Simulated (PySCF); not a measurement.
Species: CH8AlBi.
Atom-mapped SMILES: `[CH3:1][AlH2-:2][BiH3+:3]` (hydrogens: H4, H5, H6 on C1; H7, H8 on Al2; H9, H10, H11 on Bi3)

Computed by this run: PBE0-D3(BJ)/def2-SVP geometry optimisation, gas phase, def2 core potentials past Kr (PySCF); density fitting, grid level 1; the optimiser is geomeTRIC in internal coordinates, started from a GFN2-xTB structure with every atom displaced at random (about 0.01 Å).

Step 7: E = -13596.1604 eV
```
atom  x, y, z in Å  |  force x, y, z in eV/Å
C1     -1.7934    0.4922   -0.4132   -0.108  -0.015   0.037
Al2    -0.9051   -0.7140    0.8642    0.057   0.036  -0.070
Bi3     1.8976   -0.0451   -0.0673   -0.022  -0.015   0.011
H4     -2.8821    0.4459   -0.2226    0.008   0.012  -0.025
H5     -1.5089    1.5513   -0.3054    0.028  -0.004   0.015
H6     -1.6488    0.1984   -1.4652    0.019  -0.004  -0.003
H7     -0.6645   -0.2455    2.3732    0.012  -0.006   0.007
H8     -0.7376   -2.2625    0.5000    0.001  -0.004   0.019
H9      2.2696   -0.1135   -1.8074    0.004  -0.007   0.003
H10     3.3870   -0.8999    0.4001   -0.001   0.006  -0.001
H11     2.6248    1.5684    0.1275    0.003   0.002   0.006
```

Step 8: E = -13596.1628 eV
```
atom  x, y, z in Å  |  force x, y, z in eV/Å
C1     -1.8299    0.4951   -0.4038   -0.120  -0.016   0.014
Al2    -0.8892   -0.6993    0.8456    0.045   0.033  -0.063
Bi3     1.8956   -0.0382   -0.0969    0.005   0.002   0.019
H4     -2.9162    0.4206   -0.2079    0.016   0.005  -0.010
H5     -1.5706    1.5597   -0.2876    0.033  -0.004   0.013
H6     -1.6874    0.2162   -1.4604    0.023   0.001   0.002
H7     -0.6090   -0.2321    2.3488    0.007  -0.007   0.005
H8     -0.7025   -2.2443    0.4755   -0.010  -0.008   0.018
H9      2.3600   -0.1359   -1.8129   -0.003  -0.006   0.000
H10     3.3342   -0.9246    0.4592    0.006   0.003  -0.001
H11     2.6536    1.5582    0.1244   -0.001  -0.002   0.003
```

Question: Estimate the geometry and energy of step 9. (The exact step hangs on the optimiser's Hessian estimate; all steps are aligned on step 8, rigid shifts and turns removed.)

Answer: E = -13596.1643 eV, largest force 0.069 eV/Å
```
atom  x, y, z in Å  |  force x, y, z in eV/Å
C1     -1.8625    0.4964   -0.3969   -0.069  -0.008  -0.003
Al2    -0.8759   -0.6874    0.8263    0.010   0.012  -0.038
Bi3     1.8989   -0.0345   -0.1167    0.032   0.004   0.022
H4     -2.9456    0.4045   -0.1949    0.013  -0.002   0.004
H5     -1.6140    1.5628   -0.2719    0.019  -0.002   0.006
H6     -1.7215    0.2304   -1.4573    0.013   0.004   0.003
H7     -0.5640   -0.2206    2.3242    0.006  -0.004   0.001
H8     -0.6804   -2.2319    0.4570   -0.011  -0.007   0.012
H9      2.4281   -0.1559   -1.8120   -0.007  -0.004  -0.003
H10     3.3007   -0.9385    0.5030   -0.005   0.007  -0.005
H11     2.6750    1.5502    0.1232   -0.003   0.001   0.000
```

The energy changes by -0.0015 eV. The first-order estimate −F·Δx gives -0.0023 eV and the mean of the old and new forces, exact on a quadratic surface, -0.0014 eV. The step makes an angle of 84° with the force vector and moves no atom by more than 0.071 Å.

The cost below is that of the whole optimisation. The run took 48 s of wall time on one thread, Arm Neoverse V1 (aarch64), no GPU, shared host with 32 logical CPUs at a one-minute load of 10, and the process peaked at 0.42 GiB of memory.
